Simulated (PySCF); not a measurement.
CH7AlO3Si, SMILES C[SiH2][O][Al]([OH])[OH]. Geometry optimised at B3LYP-D3(BJ)/def2-SVP. The structure was generated by enumeration; whether it is a known compound was not checked. One conformer was computed; it need not be the lowest.

Computed equilibrium geometry at B3LYP-D3(BJ)/def2-SVP (PySCF confirms it by a frequency run) as bond lengths and angles (one conformer of several):
Atoms: Si1 C2 O3 Al4 O5 O6 H7 H8 H9 H10 H11 H12 H13. Bonded distances (Å): Si1–C2 1.876, Si1–O3 1.654, Si1–H7 1.495, Si1–H8 1.495, C2–H9 1.102, C2–H10 1.102, C2–H11 1.103, O3–Al4 1.690, Al4–O5 1.698, Al4–O6 1.695, O5–H12 0.961, O6–H13 0.961. Bond angles (°): C2–Si1–O3 109.8, C2–Si1–H7 109.6, C2–Si1–H8 109.6, O3–Si1–H7 109.8, O3–Si1–H8 109.8, H7–Si1–H8 108.4, Si1–C2–H9 110.9, Si1–C2–H10 110.9, Si1–C2–H11 110.7, H9–C2–H10 108.1, H9–C2–H11 108.0, H10–C2–H11 108.0, Si1–O3–Al4 160.1, O3–Al4–O5 121.5, O3–Al4–O6 119.4, O5–Al4–O6 119.1, Al4–O5–H12 124.4, Al4–O6–H13 123.1.
Charge 0, spin multiplicity 1.
